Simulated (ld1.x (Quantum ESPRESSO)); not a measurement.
## PBE TM semilocal dataset for niobium (Nb), scalar-relativistic all-electron reference.

* Element: niobium
* Generator: ld1.x (Quantum ESPRESSO) 7.5
* Type: norm-conserving Troullier–Martins (semilocal form)
* Functional: PBE
* Relativity: scalar-relativistic
* Frozen core: [Kr]
* Valence charge: 5
* Reference configuration: 4d3 5s0 5p0 (charge +2)
* Partial waves: 5p (bound, empty): rc 3.55 bohr; 4d (bound): rc 2.05 bohr; 5s (bound, empty): rc 2.05 bohr
* Local potential: the s channel
* Core correction: none

All-electron outer shells of the reference configuration (PBE, scalar-relativistic, ld1.x):

| shell | level (eV) | outermost node (bohr) | outermost maximum (bohr) |
| --- | --- | --- | --- |
| 4p | -51.87 | 0.54 | 1.12 |
| 4d | -19.10 | 0.55 | 1.44 |
| 5s | -16.92 | 1.38 | 2.72 |
| 5p | -12.22 | 1.57 | 3.28 |

Calculated quality:

```
Cutoffs needed           : 35 Ry and 40 Ry (the cutoffs (Ry, on a coarse ladder) from which the occupation-weighted sum of valence levels, in a spherical-Bessel basis at the reference potential, stays within 10 and 1 mRy of its value at 400 Ry)
Ghost test               : no extra level below or beside the all-electron valence levels (p, d, s tested); the semilocal form is local in each channel, so this says nothing of the separable form that plane-wave codes build from it (spherical-Bessel basis up to 400 Ry, 20 bohr box)
Largest excitation error : +258 meV (all-electron minus pseudo) for 4d1 5s0 5p0, out of 7 test configurations
```

Generation and tests took about 2.2 s on one core of a shared server CPU.
